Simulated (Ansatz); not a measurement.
Z-matrix (Å, degrees):
```
Si
B 1 1.893
Sn 1 2.808 2 50.2
H 1 1.483 2 117.4 3 -57.1
H 1 1.486 2 129.2 3 134.8
Br 2 1.910 1 131.3 3 -135.6
H 3 1.708 1 136.3 2 90.9
H 3 1.702 1 97.7 2 -140.9
```

Total charge 0; spin multiplicity 1. Sn: def2 effective core potential.

List the B3LYP/def2-TZVPP orbital energies in eV (the Gaussian-basis code of Ansatz). (Best estimate.)

Ansatz gave: Occupied: -13139.23, -1799.19, -1700.86, -1532.57, -1532.52, -1532.50, -236.64, -185.04, -177.51, -177.34, -177.29, -143.76, -139.00, -99.14, -99.05, -99.02, -93.95, -93.79, -93.75, -71.80, -71.76, -71.72, -71.58, -71.58, -28.14, -28.08, -28.05, -28.00, -27.95, -21.42, -15.92, -13.63, -12.20, -10.49, -9.86, -9.35, -8.89, -8.69, -6.87, -6.18. Lowest empty: -2.23, -1.75, -0.75, -0.04, 0.62, 0.97, 1.34, 1.66.

B3LYP here is the variant with VWN-RPA as its local correlation; programs differ in this.
